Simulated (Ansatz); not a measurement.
GeHF (SMILES [F][GeH]): the vertical energy of the triplet above the singlet, rung by rung

GeHF has 3 atoms, charge 0, and is taken as a singlet. SMILES: `[F][GeH]`. Geometry: relaxed at PBE0-D4/def2-TZVP.

```xyz
3

F     0.6721    1.0126    0.4697
Ge   -0.6579    0.1952   -0.3356
H    -0.0252   -1.2727   -0.1474
```

Each level gives the vertical energy of the triplet above the singlet (eV). The values are calculated.

| level | kind | program | value (eV) | less FCI/STO-3G | CPU time (all runs) |
| --- | --- | --- | --- | --- | --- |
| HF/STO-3G | Hartree–Fock | Ansatz | 1.56 | -0.44 | 0.35 s |
| PBE/STO-3G | GGA | Ansatz | 1.42 | -0.58 | 6.9 s |
| B3LYP/STO-3G | global hybrid | Ansatz | 1.78 | -0.22 | 3.6 s |
| r2SCAN0/STO-3G | hybrid meta-GGA | Ansatz | 1.76 | -0.24 | 9.3 s |
| CAM-B3LYP/STO-3G | range-separated hybrid | Ansatz | 1.75 | -0.25 | 6 s |
| wB97X/STO-3G | range-separated hybrid | Ansatz | 1.70 | -0.30 | 17 s |
| B2PLYP/STO-3G | double hybrid | Ansatz | 2.08 | +0.08 | 3.8 s |
| BCCD(T)/STO-3G | coupled cluster or CI | Ansatz | 2.01 | +0.01 | 1 s |
| FCI/STO-3G | exact in the basis | Ansatz | 2.00 | 0.00 | 1.9 s |

FCI/STO-3G is exact within its basis and frozen core, so for wave-function methods in that basis the difference is their error; functionals converge differently with the basis, so for them it is only a difference. All-electron rows without a relativistic Hamiltonian named are non-relativistic. The values span 1.42 to 2.08 eV. All rows use very small basis sets, so none should be taken for the real molecule's value. In the correlated wave-function rows the outer d shell of Ge is correlated, in sets not made for it. In so small a basis fixed costs decide the times, and correlated methods can beat functionals. CPU times are rough (shared hosts, several kinds of processor and program).
